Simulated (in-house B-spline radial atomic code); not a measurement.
A run on the silver ion Ag²⁺ (an excited or competing configuration) that did not converge. Method: scalar-relativistic (X2C) wB97X, spin-polarised, spherical fractional occupations, exact exchange averaged over the configuration, Fermi nucleus of rms radius 4.5454 fm; computed with an all-electron radial atomic-structure program (B-spline basis).

Command:
```bash
python run_scf.py task.json out
```
Settings (nuclear radius in fm, mass in u):
```
Z                47
configuration    [Kr] 4d8 5f1
hamiltonian      x2c
method           wb97x
spin_polarised   True
nucleus          fermi
rms_radius       4.5454
atomic_mass      106.90509
speed_of_light   137.035999084
exact_exchange   averaged over the configuration
```

First and last ten iterations of the last attempt (damped for 15 steps, keeping 80 % of the old Fock matrix, then DIIS):
```
 iter        energy (Eh)    residual
    1       -5303.542568    4.55e-01
    2       -5308.950658    3.84e-01
    3       -5311.262821    2.66e-01
    4       -5312.394962    1.79e-01
    5       -5312.941139    1.23e-01
    6       -5313.214355    8.55e-02
    7       -5313.349000    5.79e-02
    8       -5313.411448    3.95e-02
    9       -5313.439819    2.90e-02
   10       -5313.452755    2.14e-02
  111       -5313.464650    1.81e-05
  112       -5313.464650    4.63e-05
  113       -5313.464650    9.30e-07
  114       -5313.464650    7.32e-07
  115       -5313.464650    7.75e-07
  116       -5313.464650    8.52e-06
  117       -5313.464650    8.07e-07
  118       -5313.464650    7.30e-07
  119       -5313.464650    1.83e-05
  120       -5313.464650    3.72e-06
 not converged after 120 iterations
```

The smallest residual met was 6.3e-07; the threshold is about 5e-07. Over the last five steps the energy moves by less than 1e-08 hartree, but the orbitals didn't meet the threshold. Time taken, with all properties: 40 s on 1 thread of Arm Neoverse V1, with other jobs on the host.
